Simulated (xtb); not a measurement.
Species: C4H7ClSi, SMILES `C=C/C(Cl)=C/[SiH3]` (charge 0, multiplicity 1).

Problem. Give a relaxed geometry from GFN2-xTB in xtb.

Solution. This is not unique; one that fits is the end point of this relaxation, one of several conformers (outside a Z-matrix the atoms follow the SMILES, hydrogens last).
Z-matrix (Å, degrees):
```
C
C 1 1.3348
H 2 1.0810 1 116.85
C 1 1.4488 2 125.38 3 0.00
C 4 1.3282 1 125.77 2 180.00
H 5 1.0759 4 121.46 1 180.00
H 5 1.0767 6 116.80 4 180.00
H 4 1.0825 5 120.39 6 0.00
Cl 1 1.7343 2 117.92 3 180.00
Si 2 1.8808 3 119.89 1 180.00
H 10 1.4633 2 109.42 3 119.41
H 10 1.4633 11 110.49 2 -120.53
H 10 1.4644 11 110.27 12 -122.15
```
